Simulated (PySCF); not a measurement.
Compound: calcium monohydroxide cation, CaHO (charge +1).
Z-matrix (Å and degrees, PBE0-D3(BJ)/def2-SVP geometry), rows numbered from 1:
```
O 
Ca  1  1.8879
H   1  0.9621  2  179.38
```

Jobs on this species (3 atoms, 28 electrons) with PySCF (density fitting). Hardware of each: one thread, Arm Neoverse V1 (aarch64) (shared host). The host was shared with other jobs, so the times are rough. Peak memory is the resident size of the whole Python process, interpreter and libraries included.

Problem. Rank these jobs by wall time, shortest first.
A. PBE0/pcSseg-1, IEF-PCM chloroform; shieldings, charges and field gradients; 60 basis functions
B. PBE0-D3(BJ)/def2-SVP, grid level 1; geometry optimisation from a GFN2-xTB start shaken at random; 43 basis functions
C. delta-SCF UKS SCAN, pcX-2 on the ionised atom, pcseg-1 elsewhere, spin-free X2C; ΔSCF core ionisation, 1 hole; 74 basis functions

Solution. C (0.92 s), A (1.7 s), B (4.2 s).

All jobs:

| level and settings | work | basis functions | SCF cycles | wall time | peak memory |
| --- | --- | --- | --- | --- | --- |
| PBE0/pcSseg-1, IEF-PCM water | shieldings | 60 | 11 | 0.87 s | 0.33 GiB |
| delta-SCF UKS SCAN, pcX-2 on the ionised atom, pcseg-1 elsewhere, spin-free X2C | ΔSCF core ionisation, 1 hole | 74 | 16 | 0.92 s | 0.33 GiB |
| CAM-B3LYP/def2-SVPD, IEF-PCM chloroform | 6 singlets by full TDDFT, polarisability | 58 | 11 | 1.1 s | 0.33 GiB |
| B3LYP/pcJ-1 | spin–spin couplings from 2 perturbed nuclei | 75 | 12 | 1.3 s | 0.30 GiB |
| PBE0/pcSseg-1, IEF-PCM chloroform | shieldings, charges and field gradients | 60 | 11 | 1.7 s | 0.33 GiB |
| PBE0/pcSseg-1 | shieldings, charges and field gradients | 60 | 12 | 1.8 s | 0.29 GiB |
| KT2/pcSseg-2 | shieldings | 100 | 14 | 2.7 s | 0.33 GiB |
| CAM-B3LYP/def2-SVPD | 10 singlets by full TDDFT, 4 Tamm–Dancoff triplets, polarisability, ΔSCF ions | 58 | 11 | 3.3 s | 0.30 GiB |
| PBE0-D3(BJ)/def2-SVP, grid level 1 | geometry optimisation from a GFN2-xTB start shaken at random | 43 | 61 | 4.2 s | 0.26 GiB |

Problem. What do all jobs in the table cost together?

Solution. About 18 s; the longest takes about 23 % of that, and about 4.8 times as long as the shortest.
